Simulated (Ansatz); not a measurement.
Consider the formal hydrolysis of the In–Zn bond: `[OH][InH][ZnH]` + H₂O → `[OH][InH][OH]` + `[ZnH2]`.

Computed with Ansatz on PBE0-D4/def2-TZVP structures; ΔE is electronic, products minus reactants. CCSD(T)/CBS is the MP2 limit (def2-TZVPP, def2-QZVPP) plus CCSD(T) − MP2 in def2-TZVPP, frozen cores. This one scheme is used for every species. Functionals use def2-TZVPP. HSE06 is defined as in plane-wave codes. def2 core potentials past Kr. For In, Zn outer-core shells are correlated without core-valence functions, which leaves a few kJ/mol of doubt a bond. Scalar relativity is left out up to krypton. One conformer a species, not always the lowest.

```
             level  ΔE (kJ/mol)  difference from CCSD(T)/CBS
         r2SCAN-D4         34.8                         -7.6
        r2SCANh-D4         38.6                         -3.8
        r2SCAN0-D4         44.0                          1.6
           ωB97M-V         39.4                         -3.0
            r2SCAN         34.8                         -7.6
           r2SCANh         38.7                         -3.7
             HSE06         49.3                          6.9
RPA@PBE/def2-TZVPP         30.7                        -11.7
      MP2/def2-SVP         36.3                         -6.1
     CCSD/def2-SVP         47.8                          5.4
       CCSD(T)/CBS         42.4                            0
```

Largest T1 diagnostic among the species: 0.017.

From BLYP to BHLYP (50 % exact exchange), in def2-TZVPP and without D4, ΔE moves by +7.7 kJ/mol. In def2-TZVPP, CCSD(T) changes the Hartree–Fock value by −8.7 kJ/mol (the triples alone add −3.0 kJ/mol) and MP2 by −9.2 kJ/mol. At CCSD(T), def2-SVP lies +4.0 kJ/mol from the extrapolated value and def2-TZVPP −5.4 kJ/mol.
